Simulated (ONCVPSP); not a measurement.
## What the settings do to the ONCV potential of Te

Base potential:

| Property | Result |
| --- | --- |
| Element | tellurium (Te) |
| Generator | ONCVPSP 4.0.1 |
| Type | optimised norm-conserving Vanderbilt (ONCV) |
| Functional | PBE |
| Relativity | scalar-relativistic |
| Frozen core | [Ar] 3d10 |
| Valence charge | 24 |
| Reference configuration | 4s2 4p6 4d10 5s2 5p4 |
| Partial waves | 4s+5s: rc 1.25 bohr, ncon 5, nbas 10, qcut 9.9 1/bohr, 2 projectors; 4p+5p: rc 1.30 bohr, ncon 5, nbas 8, qcut 13.2 1/bohr, 2 projectors; 4d: rc 1.20 bohr, ncon 3, nbas 6, qcut 12.7 1/bohr, 2 projectors, debl 2.8 Ha |
| Local potential | polynomial inside 0.80 bohr (lpopt 5, dvloc0 0 Ha) |
| Core correction | Teter function fitted to the true core (icmod 2), fcfact 0.5 |

All-electron outer shells of the reference configuration (PBE, scalar-relativistic, ld1.x):

```
shell  level (eV)  outermost node (bohr)  outermost maximum (bohr)
   3p     -803.91                   0.13                      0.29
   3d     -560.05                      –                      0.24
   4s     -164.39                   0.38                      0.70
   4p     -114.41                   0.38                      0.74
   4d      -41.65                   0.36                      0.81
   5s      -15.11                   0.91                      1.80
   5p       -5.95                   1.00                      2.17
```

Cutoffs, loose and tight: the cutoffs (Ha) at which the residual kinetic energy of the hardest occupied pseudo-wave falls to 1 and 0.1 mHa per electron. They do not see the model core or the augmentation charge, which bear on the density cutoff. Test errors are all-electron minus pseudo excitation energies from the reference, over the configurations 4s2 4p6 4d10 5s2 5p3; 4s2 4p6 4d10 5s2 5p2; 4s2 4p6 4d10 5s2 5p1; 4s2 4p6 4d10 5s0 5p6. A dash means not determined; rows that change the core or the reference have their own tests.

```tsv
change	outcome	cutoff, loose	cutoff, tight	bound ghosts	GHOST(+) flags above zero	largest test error (meV)
base	generated	59 Ha	69 Ha	none	s	-15
p: qcut 8.1	generated	52 Ha	102 Ha	none	s	-16
p: qcut 13.4	generated	60 Ha	71 Ha	none	s	-15
p: qcut 17.7	failed: ERROR pspot: first pseudo wave function has node, program will stop	–	–	–	–	–
p: qcut 19.1	failed: ERROR pspot: first pseudo wave function has node, program will stop	–	–	–	–	–
```

Question: What comes out with this change to the base: p: qcut 14.5?

Answer: outcome: generated; cutoff, loose: 67 Ha; cutoff, tight: 78 Ha; bound ghosts: none; GHOST(+) flags above zero: s; largest test error (meV): -15.

Question: What comes out with this change to the base: p: qcut 11.1?

Answer: outcome: generated; cutoff, loose: 52 Ha; cutoff, tight: 61 Ha; bound ghosts: none; GHOST(+) flags above zero: s; largest test error (meV): -15.

Reading the sweep of the qcut of the p channel (base included, trends over the rows without a ghost): The loose cutoff rises from 52 Ha at 8.1 to 67 Ha at 14.5 1/bohr. The waves are optimised to have the least kinetic energy above qcut, so the cutoff follows it (qcut²/2 in Ha). The median size of the test errors (rows with all tests solved) stays near 7.6 meV. The generation fails at 17.7, 19.1 1/bohr.
